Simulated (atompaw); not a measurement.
## technetium: one change to a PAW (atompaw) potential, before and after

atompaw 4.2.0.5 input, output lines left out:

```
Tc 43
GGA-PBE scalarrelativistic loggrid 1500 logderivrange -3 5 201
5 5 4 0 0 0
5 0 1.75
5 1 0.25
4 2 5
0 0 0
c
c
c
c
v
c
c
c
v
c
v
2
3.00 2.30 2.40 1.95
y
2.65
n
y
1.15
n
y
0.05
n
bloechl sinc
3 0 ultrasoft
```

All-electron outer shells of the reference configuration (PBE, scalar-relativistic, ld1.x):

```tsv
shell	level (eV)	outermost node (bohr)	outermost maximum (bohr)
4s	-73.77	0.50	0.95
4p	-45.73	0.51	1.03
4d	-7.03	0.50	1.27
5s	-5.29	1.28	2.72
5p	-1.60	1.45	3.63
```

Change: waves 5s (bound): rc 3.00 bohr; 5s channel at 2.65 Ry: rc 3.00 bohr; 5p (bound): rc 3.00 bohr; 5p channel at 1.15 Ry: rc 3.00 bohr; 4d (bound): rc 3.00 bohr; 4d channel at 0.05 Ry: rc 3.00 bohr; augmentation sinc compensation charge, radius 2.30 bohr; PAW radius 3.00 bohr; waves and projectors: custom rrkj vanderbiltortho.

Cutoffs: the cutoffs (Ry, on a coarse ladder) from which the occupation-weighted sum of valence levels, in a spherical-Bessel basis at the reference potential, stays within 10 and 1 mRy of its value at 400 Ry; they do not see the model core or the augmentation charge, which bear on the density cutoff.

Problem. What does the change do?

Solution. The potential gets softer (25 Ry and 30 Ry → 10 Ry and 15 Ry); the bound ghost in p disappears; the s channel binds one level more than in the base; the range in which the s phases agree widens (upper end 1.3 → 3.9); the range in which the p phases agree narrows (upper end 3.8 → 2.6).

| quantity | base | changed |
| --- | --- | --- |
| cutoff, loose | 25 Ry | 10 Ry |
| cutoff, tight | 30 Ry | 15 Ry |
| loose cutoff by channel (10 mRy a level) | s 6 Ry, p 6 Ry, d 18 Ry | s 6 Ry, p 6 Ry, d 8 Ry |
| bound ghosts | p | none |
| s: phases at 3.02 bohr within 0.05 rad from the reference energy up to (Ry; the scan ends near 5) | 1.3 | 3.9 |
| p: phases at 3.02 bohr within 0.05 rad from the reference energy up to (Ry; the scan ends near 5) | 3.8 | 2.6 |
| d: phases at 3.02 bohr within 0.05 rad from the reference energy up to (Ry; the scan ends near 5) | to the end of the scan | 0.7 |
| lowest overlap eigenvalue by channel | s 0.39, p 0.03, d 1.00 | s 0.57, p 0.52, d 0.05 |

 A true bound ghost makes a file unfit for plane-wave use even where its test errors are small: the radial tests pick states by their node count and pass the ghost by. The cutoffs see the waves, projectors and local potential, not the compensation charge or the core.
